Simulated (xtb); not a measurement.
C₃H₇O (SMILES [CH2-]C(C)O), charge -1, singlet, geometry from GFN2-xTB, atoms displaced at random by about 0.1 Å a coordinate; GFN1-xTB with ALPB(acetonitrile) run with xtb 6.7.1.

Input for xtb:
```
$ xtb mol.xyz --gfn 1 --chrg -1 --opt --alpb acetonitrile --json

# file mol.xyz
11

O      0.17960084     1.39508339    -0.11999049
C     -0.07373911     0.11877149     0.39648695
H      0.94280141     1.95575893     0.07871678
H      0.17110941     0.05237505     1.44420840
C     -1.40211812    -0.54780030    -0.06209883
C      0.97794070    -0.98385818    -0.16031295
H      1.26466013    -0.94780560    -1.36742790
H     -2.15881133    -0.04534804     0.40238699
H      2.12485336    -0.48942194     0.28669959
H     -1.26132000    -1.45423018     0.20928324
H      1.12703948    -1.87995026     0.34493860
```

It wrote (shortened):

```
   ID    Z sym.   atoms
    1    8 O      1
    2    6 C      2, 5, 6
    3    1 H      3, 4, 7-11

           -------------------------------------------------
          |                Calculation Setup                |
           -------------------------------------------------

           -------------------------------------------------
          |                 G F N 1 - x T B                 |
           -------------------------------------------------

      * Solvation model:               ALPB
        Solvent                        acetonitrile
        Parameter file                 internal GFN1-xTB/ALPB
        Dielectric constant                3.7500E+01
        Reference state                gsolv [1 M gas/solution]
        Free energy shift                  6.2816E-03 Eh       3.9417E+00 kcal/mol
        Temperature                        2.9815E+02 K
        Density                            7.8600E-01 kg/L
        Solvent mass                       4.1050E+01 g/mol
        Interaction kernel             P16
        Born radius scaling (c1)           1.7240E+00
        Born radii integrator          GBOBC
        Born offset                        0.0000E+00 a0       0.0000E+00 AA
        H-bond correction              true
        Ion screening                  false
        Surface tension                    1.0000E-05 Eh       1.5569E+01 dyn/cm
        Grid points                               230 per atom

          ...................................................
          :                      SETUP                      :
          :.................................................:
          :  # basis functions                  30          :
          :  # atomic orbitals                  30          :
          :  # shells                           22          :
          :  # electrons                        26          :
          :  # halogen bonds                     0          :
          :  max. iterations                   250          :
          :  Hamiltonian                  GFN1-xTB          :
          :  restarted?                      false          :
          :  GBSA solvation                   true          :
          :  PC potential                    false          :
          :  electronic temp.          300.0000000     K    :
          :  accuracy                    1.0000000          :
          :  -> integral cutoff          0.2500000E+02      :
          :  -> integral neglect         0.1000000E-07      :
          :  -> SCF convergence          0.1000000E-05 Eh   :
          :  -> wf. convergence          0.2000000E-04 e    :
          :  Broyden damping             0.4000000          :
          :  net charge                         -1          :
          :  unpaired electrons                  0          :
          ...................................................

 iter      E             dE          RMSdq      gap      omega  full diag
   1    -15.0733592 -0.150734E+02  0.835E+00    5.56       0.0  T
   2    -15.1161065 -0.427473E-01  0.491E+00    4.72       1.0  T
   3    -15.1174891 -0.138255E-02  0.835E-01    3.96       1.0  T
   4    -15.1182320 -0.742952E-03  0.911E-02    4.07       1.0  T
   5    -15.1182653 -0.332778E-04  0.569E-02    4.12       1.0  T
   6    -15.1182745 -0.920751E-05  0.232E-02    4.19       1.3  T
   7    -15.1182760 -0.141964E-05  0.818E-03    4.20       3.7  T
   8    -15.1182761 -0.115590E-06  0.389E-03    4.19       7.8  T
   9    -15.1182762 -0.824656E-07  0.449E-04    4.19      67.2  T
  10    -15.1182762 -0.103208E-08  0.464E-05    4.19     649.9  T
  11    -15.1182762 -0.103952E-10  0.153E-05    4.19    1976.2  T

   *** convergence criteria satisfied after 11 iterations ***

         :::::::::::::::::::::::::::::::::::::::::::::::::::::
         ::                     SUMMARY                     ::
         :::::::::::::::::::::::::::::::::::::::::::::::::::::
         :: total energy             -14.953776810569 Eh    ::
[...]
 * total energy  :   -15.0356111 Eh     change       -0.9639002E-02 Eh
 * total energy  :   -15.0363176 Eh     change       -0.7064308E-03 Eh
 * total energy  :   -15.0366486 Eh     change       -0.3310295E-03 Eh
 * total energy  :   -15.0369611 Eh     change       -0.3125359E-03 Eh
 * total energy  :   -15.0370392 Eh     change       -0.7805545E-04 Eh
 * total energy  :   -15.0370556 Eh     change       -0.1637871E-04 Eh
 * total energy  :   -15.0370666 Eh     change       -0.1103470E-04 Eh
 * total energy  :   -15.0370787 Eh     change       -0.1209429E-04 Eh
 * total energy  :   -15.0370892 Eh     change       -0.1047282E-04 Eh
 * total energy  :   -15.0370983 Eh     change       -0.9127588E-05 Eh
 * total energy  :   -15.0371065 Eh     change       -0.8247180E-05 Eh
 * total energy  :   -15.0371080 Eh     change       -0.1430536E-05 Eh
   *** GEOMETRY OPTIMIZATION CONVERGED AFTER 15 ITERATIONS ***
         :: total energy             -15.037107963308 Eh    ::
[...]
         4        2.0000           -0.5371243             -14.6159
         5        2.0000           -0.5124824             -13.9454
         6        2.0000           -0.4955450             -13.4845
         7        2.0000           -0.4728175             -12.8660
         8        2.0000           -0.4685278             -12.7493
         9        2.0000           -0.4470018             -12.1635
        10        2.0000           -0.4022978             -10.9471
        11        2.0000           -0.3895498             -10.6002
        12        2.0000           -0.3770565             -10.2602
        13        2.0000           -0.2489371              -6.7739 (HOMO)
        14                         -0.0860821              -2.3424 (LUMO)
        15                         -0.0691596              -1.8819
        16                         -0.0388837              -1.0581
        17                         -0.0185028              -0.5035
        18                         -0.0118066              -0.3213
        19                          0.0102058               0.2777
        20                          0.0546307               1.4866
        21                          0.1197922               3.2597
        22                          0.1532936               4.1713
        23                          0.2189538               5.9580
        24                          0.2832287               7.7070
       ...                                ...                  ...
        30                          0.5015460              13.6478
      -------------------------------------------------------------
                  HL-Gap            0.1628550 Eh            4.4315 eV
             Fermi-level           -0.1675096 Eh           -4.5582 eV

  Mulliken/CM5 charges         n(s)   n(p)   n(d)
     1O    -0.62963 -0.83754   1.710  4.920  0.000
     2C     0.28414  0.23812   1.014  2.702  0.000
     3H     0.30875  0.48144   0.691  0.000  0.000
     4H    -0.06540 -0.00499   1.065  0.000  0.000
     5C    -0.71485 -0.81080   1.151  3.564  0.000
     6C    -0.10021 -0.24668   1.013  3.087  0.000
     7H    -0.00317  0.05057   1.003  0.000  0.000
     8H    -0.03513  0.01716   1.035  0.000  0.000
     9H    -0.00985  0.04364   1.010  0.000  0.000
    10H    -0.03540  0.01628   1.035  0.000  0.000
    11H     0.00075  0.05280   0.999  0.000  0.000

Wiberg/Mayer (AO) data.
largest (>0.10) Wiberg bond orders for each atom

 ---------------------------------------------------------------------------
     #   Z sym  total        # sym  WBO       # sym  WBO       # sym  WBO
 ---------------------------------------------------------------------------
     1   8 O    1.860 --     3 H    0.901     2 C    0.888
     2   6 C    3.859 --     5 C    1.017     6 C    0.987     4 H    0.958
                             1 O    0.888
     3   1 H    0.924 --     1 O    0.901
     4   1 H    1.013 --     2 C    0.958
     5   6 C    3.107 --     2 C    1.017     8 H    1.003    10 H    1.001
     6   6 C    3.990 --     9 H    0.988    11 H    0.988     7 H    0.988
                             2 C    0.987
     7   1 H    1.032 --     6 C    0.988
     8   1 H    1.027 --     5 C    1.003
     9   1 H    1.015 --     6 C    0.988
    10   1 H    1.023 --     5 C    1.001
    11   1 H    1.015 --     6 C    0.988
 ---------------------------------------------------------------------------

Topologies differ in total number of bonds
Writing topology from bond orders to xtbtopo.mol

 dipole moment from electron density (au)
     X       Y       Z
   2.6523   0.4389   1.3482  total (Debye):    7.644

optimized geometry written to: xtbopt.xyz

           -------------------------------------------------
          | TOTAL ENERGY              -15.037107963308 Eh   |
          | GRADIENT NORM               0.000324114398 Eh/α |
          | HOMO-LUMO GAP               4.431509687124 eV   |
           -------------------------------------------------
```
